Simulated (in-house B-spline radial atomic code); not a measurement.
**The strontium ion Sr⁸⁺: [Ar] (3d3/2)4 (3d5/2)5 4s2 (4p1/2)1 (an excited or competing configuration)**

All numbers are computed (Dirac-Hartree-Fock, average of the jj configuration; Fermi nucleus of rms radius 4.224 fm) with a radial B-spline atomic code at the basis-set limit, not measured.

Effective charges: Z_r = [3n² - l(l+1)]/(2<r>) from the radius, Z_e = n√(-2ε) from the energy, and Slater's rules. Values are occupation-weighted means over j. An effective charge above Z reflects the relativistic contraction of the inner shells.

| shell | electrons | ε (eV) | <r> (bohr) | Z_r | Z_e | Slater |
| --- | --- | --- | --- | --- | --- | --- |
| 1s | 2 | -16364 | 0.03915 | 38.32 | 34.68 | 37.70 |
| 2s | 2 | -2416.8 | 0.1716 | 34.96 | 26.66 | 33.85 |
| 2p | 6 | -2159.5 | 0.1502 | 33.30 | 25.20 | 33.85 |
| 3s | 2 | -523.68 | 0.4828 | 27.96 | 18.61 | 26.75 |
| 3p | 6 | -436.77 | 0.4885 | 25.59 | 17.00 | 26.75 |
| 3d | 9 | -297.32 | 0.4782 | 21.96 | 14.02 | 17.20 |
| 4s | 2 | -162.83 | 1.188 | 20.20 | 13.84 | 12.85 |
| 4p | 1 | -143.2 | 1.258 | 18.28 | 12.98 | 12.85 |

The least bound orbital is 4p1/2 at -143.2 eV, and it is also the most diffuse (<r> = 1.258 bohr). The part-filled 3d shell lies below the filled 4s shell in orbital energy.

For the 1s electron the small component carries 1.91 % of the norm, the zero-frequency Breit interaction raises the level by 28.09 eV, self-energy by 15.05 eV, and vacuum polarisation lowers it by 1.622 eV.
